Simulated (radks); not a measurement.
Results of a calculation; reference values are marked as such.
Task: Ne I, configuration [Ne]. Code: a radial shooting solver on a logarithmic mesh with Libxc functionals. Model: scalar-relativistic Kohn-Sham, Slater X-alpha with alpha = 0.667, spin-polarised, spherical densities, finite nucleus; Fermi nuclear charge, rms radius 3.0055 fm. Some entries of the table are withheld. Estimate them.

| orbital | occ. | eigenvalue (eV) | <r^2> (bohr^2) |
|---|---|---|---|
| 1s | 2 | (1) | (2) |
| 2s | 2 | (3) | (4) |
| 2p | 6 | (5) | 1.326 |

Result: 
(1) 1s eigenvalue (eV): -823.8941
(2) 1s <r^2> (bohr^2): 0.03399
(3) 2s eigenvalue (eV): -34.5836
(4) 2s <r^2> (bohr^2): 1.001
(5) 2p eigenvalue (eV): -12.0494
